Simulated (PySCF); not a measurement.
iodine monochloride (ClI), SMILES ClI.

The structure is a stationary point at B3LYP-D3(BJ)/def2-TZVP. The def2 effective core potentials stand for the cores of I; spin–orbit coupling is left out.

Two levels are set side by side: PBE/def2-TZVPD (PySCF) and CAM-B3LYP/def2-TZVPD (PySCF). Same geometry, gas phase. Differences are taken from unrounded values.

```tsv
quantity	CAM-B3LYP
orbital gap (eV)	6.58
highest occupied level (eV)	-9.18
lowest empty level (eV)	-2.60
dipole moment (D)	1.28
mean polarisability (bohr³)	49.7
```

What does PBE give, and how far is it from CAM-B3LYP? (The exact figures need the calculation; the answer reports its results.)


```csv
quantity,PBE,PBE minus CAM-B3LYP
orbital gap (eV),2.13,-4.45
highest occupied level (eV),-6.68,2.50
lowest empty level (eV),-4.55,-1.95
dipole moment (D),1.12,-0.16
mean polarisability (bohr³),51.1,1.4
```

PBE's occupied levels lie high since its potential decays too fast outside the molecule; exact exchange lowers them and widens the gap. Differences between two approximate levels are no errors against the true value.

Rough cost on one machine, each run with all the roots and properties that it gave: CAM-B3LYP against PBE within a factor of 2.
